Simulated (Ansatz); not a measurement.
Basis-set extrapolation for C₃H₅AlO, SMILES `C=[C]1O[CH2][AlH]1` (PBE0-D4/def2-TZVP geometry, frozen core, Ansatz). Multiplicity 1, RHF reference.

|  | def2-TZVPP | def2-QZVPP |
| --- | --- | --- |
| HF | -433.295521 | -433.311270 |
| MP2 correlation | -0.792960 | -0.848491 |
| CCSD(T) correlation | -0.862571 | not run |

Energies in hartree. Use E(X) = E(∞) + A·exp(−7.88·√X) for Hartree–Fock and E(X) = E(∞) + B·X^(−2.97) for correlation, with X = 3 and 4, and add CCSD(T) minus MP2 of the smaller set to the MP2 limit.

**Question.** What is the CCSD(T) energy at the basis-set limit?

**Answer.** HF limit: -433.311270 + (-0.015749) × 0.13774 = -433.31344. MP2 limit: -0.848491 + (-0.055531) × 0.74074 = -0.88963. Higher-order term: -0.862571 − (-0.792960) = -0.06961. Total: -434.27268 hartree, 3.12 eV below CCSD(T)/def2-TZVPP.
